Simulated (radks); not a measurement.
Results of a calculation; reference values are marked as such.
Spin polarisation of the 5p1 shell in Sb2+. Start: [Kr] 4d10 5s2 5p(up 0.5, down 0.5); electrons of 5p are moved from spin down to spin up, other shells keep equal spins. Level of theory: scalar-relativistic Kohn-Sham, BLYP, spin-polarised, spherical densities, point nucleus (a radial shooting solver on a logarithmic mesh with Libxc functionals).

moment (Bohr magnetons)	E - E(0) (eV)	e(5p up) (eV)	e(5p down) (eV)	5s down minus up (eV)
0	0.000	-20.074	-20.074	0.000
0.25	-0.012	-20.168	-19.975	0.185
0.5	-0.048	-20.256	-19.873	0.369
0.75	-0.108	-20.337	-19.769	0.549
1	-0.190	-20.412	-19.665	0.723

At moment 1 the spin-polarisation energy is -0.190 eV and the 5p exchange splitting 0.747 eV, that is 0.747 eV per Bohr magneton; E = -I m^2/4 would give I = 0.760 eV.
